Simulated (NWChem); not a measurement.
System: CH4Al cation; SMILES [CH3][AlH+]

Program: NWChem. The geometry was optimised at PBE0-D3(BJ)/def2-TZVP. B3LYP is NWChem's, with the RPA form of VWN correlation. Vertical excitations in the gas phase; the lowest state need not have the same character in each row.

**Question.** Order these by “lowest excitation, singlet (eV)”, lowest first: B3LYP/def2-SVP, full TDDFT; PBE/def2-SVP, full TDDFT; BHandHLYP/def2-SVP, full TDDFT.

**Answer.** PBE/def2-SVP, full TDDFT (5.70), B3LYP/def2-SVP, full TDDFT (5.91), BHandHLYP/def2-SVP, full TDDFT (6.28)
